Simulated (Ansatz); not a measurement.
## Relaxing a trial structure of CH3GaInSi+

The starting geometry of this gas-phase singlet was optimised with r2SCAN-D4.

```xyz
7

C     0.0535    0.5551   -0.8038
Ga    0.5377    0.5858   -2.6115
In   -1.7786    2.2743   -2.3286
Si   -1.2544    1.3471    0.0912
H    -1.2547    1.0256    1.5512
H     0.7642   -0.1006   -0.2628
H     1.2865    0.3056   -3.9136
```

**Question.** Predict what becomes of its bonds when it is optimised with B3LYP-D3(BJ)/def2-SVP.

**Answer.** A bond breaks, giving a structure given below by its coordinates. Distances that change by over a tenth: In3–Si4 (2.64 → 3.03 Å). Contacts that open: Ga2–In3 (2.88 → 5.15 Å).

The energy falls by 0.41 eV over 16 steps:

| step | E − E(last) (eV) |
| --- | --- |
| 1 | 0.405 |
| 3 | 0.322 |
| 4 | 0.259 |
| 6 | 0.174 |
| 8 | 0.074 |
| 9 | 0.043 |
| 11 | 0.005 |
| 13 | 0.001 |
| 14 | 0.000 |
| 16 | 0.000 |

Final geometry (Å):

```xyz
7

C     0.3284    0.3442   -0.7918
Ga    1.0568    0.1611   -2.4625
In   -3.0820    3.1471   -1.8091
Si   -1.0981    1.3370   -0.4042
H    -1.3095    1.1699    1.0795
H     0.8431   -0.2193    0.0006
H     1.6156    0.0528   -3.8905
```

Frequencies at the end are all real (lowest 33 cm⁻¹). Atoms past krypton carry core potentials, without spin–orbit terms. Run with Ansatz 0.2.0, 81 s on 2 threads of Intel(R) Xeon(R) Platinum 8259CL CPU @ 2.50GHz (Skylake/Cascade Lake), on a shared host.
